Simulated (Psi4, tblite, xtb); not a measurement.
Intermolecular potential of C2H8Si2 ··· H2 (SMILES C1[SiH2]C[SiH2]1 and [H][H]), singlet. Monomers: optimised at B3LYP-D3(BJ) (def2-TZVP), held rigid. Orientation: lowest of the rigid-body minima from ten starts at GFN2-xTB. Only R, the distance of the centres of mass, is varied, so the lowest point isn't the relaxed dimer.

Geometry at R = 3.46 Å (first 12 atoms: monomer A):
```
14

C      0.2729     0.3805     1.2860
Si     1.2797    -0.2458    -0.1988
C     -0.2741    -0.3887    -1.2833
Si    -1.2788     0.2524     0.1967
H      0.5208     1.3874     1.6208
H      0.2790    -0.2778     2.1545
H      2.2736     0.7338    -0.7037
H      1.9661    -1.5393     0.0423
H     -0.2847     0.2548    -2.1626
H     -0.5204    -1.4019    -1.6003
H     -1.9447     1.5552    -0.0516
H     -2.2894    -0.7106     0.7002
H      0.4176     2.9103    -0.9450
H      0.5223     3.6109    -1.1717
```

Levels: wB97X-D/def2-TZVP, counterpoise-corrected (Psi4); GFN2-xTB (tblite); GFN1-xTB (xtb); HF/aug-cc-pVTZ, counterpoise-corrected (Psi4); MP2/aug-cc-pVTZ = DF-MP2/aug-cc-pVTZ, frozen core, counterpoise-corrected (Psi4 1.11).

Interaction energies in kJ/mol (negative: bound); R is the distance of the centres of mass, d the H11···H13 distance.

```
R / Å  d / Å  wB97X-D/def2-TZVP  GFN2-xTB  GFN1-xTB  HF/aug-cc-pVTZ  MP2/aug-cc-pVTZ
-----  -----  -----------------  --------  --------  --------------  ---------------
3.03    2.61              -0.42     -1.92     -2.63           10.83             1.24
3.27    2.75              -1.97     -3.81     -3.87            6.17            -0.70
3.46    2.87              -2.22     -4.11     -3.89            3.95            -1.30
3.65    2.99              -2.08     -3.92     -3.51            2.54            -1.47
3.84    3.13              -1.83     -3.49     -3.00            1.65            -1.42
4.13    3.34              -1.45     -2.74     -2.21            0.89            -1.17
4.48    3.62              -1.07     -1.92     -1.47            0.45            -0.84
4.94    3.99              -0.65     -1.15     -0.85            0.21            -0.51
5.67    4.62              -0.26     -0.51     -0.38            0.08            -0.23
6.69    5.54              -0.08     -0.17     -0.14            0.03            -0.08
7.93    6.70              -0.03     -0.06     -0.05            0.01            -0.03
```

Lowest grid point: wB97X-D/def2-TZVP -2.22 kJ/mol at R = 3.46 Å; GFN2-xTB -4.11 kJ/mol at R = 3.46 Å; GFN1-xTB -3.89 kJ/mol at R = 3.46 Å; HF/aug-cc-pVTZ 0.01 kJ/mol at R = 7.93 Å; MP2/aug-cc-pVTZ -1.47 kJ/mol at R = 3.65 Å.
